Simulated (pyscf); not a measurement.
## O=W(Cl)(Cl)(Cl)–Cl, singlet

Gas-phase minimum from PySCF at ωB97X-D3(BJ)/def2-SVP, one conformer. 

SMILES: [W]([Cl])([Cl])(=[O])([Cl])[Cl]
```xyz
6

O      1.7920    -0.0666    -0.9393
W      0.3138     0.2822    -0.2694
Cl    -0.6294     1.7552    -1.7455
Cl    -1.0885    -1.2940    -1.1569
Cl     0.2679    -0.9565     1.6550
Cl     0.7185     2.0945     1.0691
```

Bonds (Å): O1–W2 1.660, W2–Cl3 2.289, W2–Cl4 2.289, W2–Cl5 2.289, W2–Cl6 2.289. Angles (°): O1–W2–Cl3 104.0, O1–W2–Cl4 104.1, O1–W2–Cl5 104.1, O1–W2–Cl6 104.2, Cl3–W2–Cl4 86.6, Cl3–W2–Cl5 151.9, Cl3–W2–Cl6 86.6, Cl4–W2–Cl5 86.6, Cl4–W2–Cl6 151.7, Cl5–W2–Cl6 86.6.

Properties at ωB97X-D3(BJ)/def2-SVP:

- Harmonic wavenumbers, unscaled: 43, 155, 156, 159, 230, 262, 262, 343, 409, 409, 425, 1120 cm⁻¹
- Zero-point energy: 5.7 kcal/mol
- Rotational symmetry number: 4
- Entropy of this conformer at 298 K and 1 atm, rigid rotor and harmonic oscillator, modes under 100 cm⁻¹ raised to 100: 381.5 J/(mol K)
- Dipole moment: 0.38 D

Single-point totals, which compare only within one level:

```csv
level,total energy (hartree)
ωB97X-D3(BJ)/def2-TZVP,-1983.52526
PBE/def2-TZVP,-1982.69975
r²SCAN/def2-TZVP,-1983.36216
B3LYP-D3(BJ)/def2-TZVP,-1983.55646
PBE0-D3(BJ)/def2-TZVP,-1982.77505
M06-2X/def2-TZVP,-1983.23536
ωB97M-D3(BJ)/def2-TZVP,-1983.61881
```

The lowest mode is so soft that the shape along it may change with the basis. Elements past Kr carry the def2 core potentials, without spin-orbit coupling.
